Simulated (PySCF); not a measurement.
**A single-point calculation**

[Eu(S2)2]− (singlet in the valence; each metal's 4f electrons, 6 of them, lie in its core potential, out of spins and levels). PySCF 2.14.0, RKS r2SCAN, Eu lcecp-1-SVP with ECP52, S def2-SVP; non-relativistic Hamiltonian with scalar-relativistic core potentials where named; density fitting; no spin-orbit coupling. Purpose: all atoms moved at random, sigma 0.15 A.

```python
mol = gto.M(atom='''
Eu    -0.04296     0.11239    -0.18214
S      0.80073     0.91521     2.51639
S     -0.76454    -1.02380     2.50862
S      0.75230    -0.80155    -2.53051
S     -0.74552     0.79776    -2.31236''',
    basis={'Eu': 'lcecp-1-SVP', 'S': 'def2-SVP'},
    ecp={'Eu': 'lcecp-1-SVP'},
    charge=-1, spin=0)
mf = dft.RKS(mol, xc='R2SCAN')
mf.grids.atom_grid = (50, 194)  # f atoms: unpruned, at least (60, 302)
mf = mf.density_fit()  # fitting sets: Eu AutoAux, S def2-universal-JKFIT
mf.conv_tol = 1e-08; mf.max_cycle = 55
mf.kernel(dm0)  # dm0: converged density of the relaxed state
mf.nuc_grad_method().kernel()
```

Run from Python with OMP_NUM_THREADS=2; the lines above give its settings. Where DIIS fails, smearing, a level shift and second-order steps follow.
It took 4.7 s on 2 threads of AMD EPYC 9R45 96-Core Processor (Zen 5), on a shared host, from an already converged density.

Question: Where do the frontier levels lie, over both spins?

Answer: HOMO -0.37 eV, LUMO 0.86 eV. The 4f levels lie in the core potential and are missing.

Question: What are the Mulliken charges and spins?

Answer: 
```tsv
atom	charge (e)	spin (e)
Eu1	0.673	0.000
S2	-0.479	0.000
S3	-0.475	0.000
S4	-0.391	0.000
S5	-0.328	0.000
```
The spin of the 4f electrons in the core isn't counted.

Question: What forces act on the atoms (eV/Å)?

Answer: 
```
Eu   1.53 -1.79  6.17
S   -1.35 -1.48 -1.22
S    1.26  1.80 -1.34
S   -0.38  0.45  0.29
S   -1.06  1.03 -3.90
```
Forces carry noise of the integration grid, about 0.01 to 0.03 eV/Å.

Question: How does its energy compare with the relaxed singlet of charge -1 in vacuum?

Answer: It lies 1.419 eV higher.

An lcecp potential fixes the number of 4f electrons, so in runs with it no electron can move into or out of that shell.
